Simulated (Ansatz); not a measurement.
Geometry optimisation, RKS PBE0-D4/def2-mTZVP in Ansatz.

input.yaml

```yaml
crystal:
  periodic: [false, false, false]
  atoms:
    - { symbol: Zr, position_ang: [0.0068, 0.513304, -0.438082] }
    - { symbol: F, position_ang: [0.791848, -0.169763, 2.560785] }
    - { symbol: F, position_ang: [1.762372, -0.001488, -0.909587] }
    - { symbol: Cl, position_ang: [-0.937369, 1.828083, -2.122994] }
    - { symbol: F, position_ang: [-1.154161, -0.919445, -0.032648] }
    - { symbol: H, position_ang: [0.090958, 1.692679, 0.990562] }
    - { symbol: H, position_ang: [0.579051, 0.734131, 2.509862] }
basis:
  gaussian: { orbitals: def2-mTZVP }
hamiltonian:
  xc: pbe0
  dispersion: d4
relax:
  f_tol: 0.03
  max_steps: 50
```

Launched with:

```bash
$ ansatz run input.yaml --threads 4 --pin off --max-ram 5120MiB --backend cpu --events-out ev --progress --plain --runs-dir out
```

Task: Where does it end, and by what steps?

Result: It converged. After 10 steps the energy has fallen by 0.194 eV; F2 moved furthest, 0.58 Å. Joined: Zr1–F2 (3.17 → 2.45 Å).

| step | energy less start (eV) | largest force component (eV/Å) | accepted |
| --- | --- | --- | --- |
| 0 | 0.0000 | 0.242 | yes |
| 1 | -0.0391 | 0.934 | yes |
| 2 | -0.1131 | 1.506 | yes |
| 3 | -0.1763 | 0.608 | yes |
| 4 | -0.1861 | 0.290 | yes |
| 5 | -0.1889 | 0.184 | yes |
| 6 | -0.1913 | 0.122 | yes |
| 7 | -0.1927 | 0.048 | yes |
| 8 | -0.1932 | 0.063 | yes |
| 9 | -0.1938 | 0.100 | yes |
| 10 | -0.1942 | 0.014 | yes |

```xyz
7
Properties=species:S:1:pos:R:3
Zr 0.013 0.501 -0.240
F 0.793 -0.175 1.980
F 1.796 0.017 -0.683
Cl -0.821 1.712 -2.067
F -1.233 -0.892 0.099
H -0.081 1.889 1.015
H 0.672 0.624 2.453
```

Whether the end is a true minimum wasn't checked by a vibrational analysis.

Run time: 23 s on 4 threads of Arm Neoverse V2, on a shared host, peak memory 0.28 GiB.
